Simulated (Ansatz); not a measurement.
```xyz
10

O    -1.329    0.999   -2.183
Si   -0.335    0.039   -1.333
F     1.093    0.716   -1.120
S    -1.174   -0.319    0.592
Si    0.586   -0.439    1.778
F     1.519   -1.633    1.277
H    -1.712    1.767   -1.754
H    -0.142   -1.183   -2.123
H     0.111   -0.748    3.143
H     1.383    0.801    1.723
```

Charge 0, multiplicity 1.

(1) List the CAM-B3LYP/def2-TZVPP orbital energies in eV (Ansatz 0.2.0). (An estimate is asked.)

Results:

(1) Ansatz gave: Occupied: -2419.87, -1803.07, -1802.68, -673.84, -673.69, -523.26, -217.99, -162.53, -162.48, -162.40, -147.40, -147.08, -102.78, -102.75, -102.69, -102.46, -102.42, -102.36, -35.02, -34.83, -30.40, -22.52, -18.29, -17.33, -16.30, -14.99, -14.86, -14.66, -14.47, -14.35, -13.39, -12.73, -12.01, -11.70, -11.03, -10.58, -9.51. Lowest empty: 0.76, 1.08, 1.62, 1.89, 2.28, 2.60, 3.16, 3.63.
